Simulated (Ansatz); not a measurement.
Ideal-gas functions of CHBFNSe (`FC1=NB[Se]1`) at 298.15 K and 1 bar, from an Ansatz frequency run at PBE0-D4/def2-TZVP.

Molar mass 135.8 g/mol, point group Cs (symmetry number 1), electronic degeneracy 1, moments of inertia 79.42, 167.122, 246.542 u Å². Harmonic wavenumbers (cm⁻¹, unscaled): 120, 302, 442, 562, 600, 714, 801, 943, 1114, 1226, 1645, 2721.

Use S(trans) = R[1.5 ln M + 2.5 ln T − 1.1517]; rotational temperatures θ = 24.2544 K / I; S(rot) = R[ln(√π/σ · √(T³/θAθBθC)) + 1.5]; for each mode x = 1.438777 ν̃/T, S = R[x/(eˣ − 1) − ln(1 − e⁻ˣ)] and H = RT x/(eˣ − 1); 1 cm⁻¹ = 0.0119627 kJ/mol; R = 8.31446 J/(mol·K).

Task: By hand: the entropy, in J/(mol·K).

Result: Translation 170.1. Rotation: θ = 0.3054, 0.1451, 0.0984 K, giving 110.9. Vibration, mode by mode: 12.97, 5.88, 3.43, 2.18, 1.88, 1.21, 0.86, 0.49, 0.25, 0.16, 0.03, 0.00, in all 29.3. Electronic 0.0. Sum 310.3 J/(mol·K).

Task: By hand: H − E and G − E in kJ/mol, counted from the electronic energy.

Result: Zero-point energy ½ × 11190 × 0.0119627 = 66.9; thermal vibration 5.3; translation, rotation and pV give 4 RT = 9.9. H − E = 82.1 kJ/mol, and G − E = 82.1 − 298.15 × 310.3/1000 = -10.4 kJ/mol.

Vibration gives 9 % of the entropy, 13.0 J/(mol·K) of it from the mode under 150 cm⁻¹: soft modes count most, and the harmonic formula is weakest for them.
